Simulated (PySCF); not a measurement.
AlI$_{3}$, charge -1, doublet, geometry from GFN2-xTB (such geometries of metal compounds can be far from the true shape) (a state made from the parent by changing its charge; the spin is typed, not shown lowest) (core potentials on I).

PySCF was given this input:
```python
from pyscf import gto, scf, dft

mol = gto.M(
    atom='''
Al   -0.00005548   -0.01804802    0.00950175
I    -2.21432464   -1.52782833   -0.06927200
I     0.00722505    2.35047760   -1.23745696
I     2.20711320   -0.81822240    1.30439834
''',
    basis='def2-svp',
    ecp={'I': 'def2-svp'},
    charge=-1,
    spin=1,
    verbose=4,
)

mf = dft.UKS(mol)
mf.xc = 'pbe0'
mf = mf.density_fit(auxbasis='def2-universal-jkfit')
mf.kernel()
```

Question: Predict the total energy from DF-PBE0/def2-SVP (PySCF).

Answer: -1135.6088 Eh

Question: Predict the Mulliken (on the basis functions themselves) charges in atom order from DF-PBE0/def2-SVP.

Answer: Al1 0.40, I2 -0.47, I3 -0.46, I4 -0.47

Question: What is the computed nuclear repulsion energy (DF-PBE0/def2-SVP)?

Answer: 406.3371 Eh

Question: Estimate the number of basis functions that DF-PBE0/def2-SVP returns for this input.

Answer: 96

Question: What is the computed <S^2> (DF-PBE0/def2-SVP)?

Answer: 0.754

Question: Predict the HOMO energy from DF-PBE0/def2-SVP.

Answer: -0.29 eV

These values belong to the state on which the SCF converged, which isn't shown to be the lowest.
